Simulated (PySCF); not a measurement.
Computed shifts of a molecule C₄H₇F, KT2/pcSseg-1 run with PySCF, GIAO, gas phase, atoms alike by connectivity averaged where their shifts nearly agree, in ppm (number of nuclei): ¹³C: 79.6 (1), 26.8 (1), 17.7 (2). ¹⁹F: -223.9 (1). ¹H: 2.06 (3), 1.50 (2), 0.96 (2). References: ¹³C against TMS (σ = 185.1 ppm); ¹⁹F against CFCl3 (σ = 127.1 ppm); ¹H against TMS (σ = 31.47 ppm), references at their B3LYP-D3(BJ)/def2-TZVP geometries, non-relativistic. The structure is a stationary point at PBE-D3(BJ)/def2-SVP. The values are those of a single conformer.

Task: Which molecule gave these data?
A. CC(C)=CF
B. FC1CCC1
C. CC1(F)CC1
D. C=C(F)CC

Result: C, CC1(F)CC1
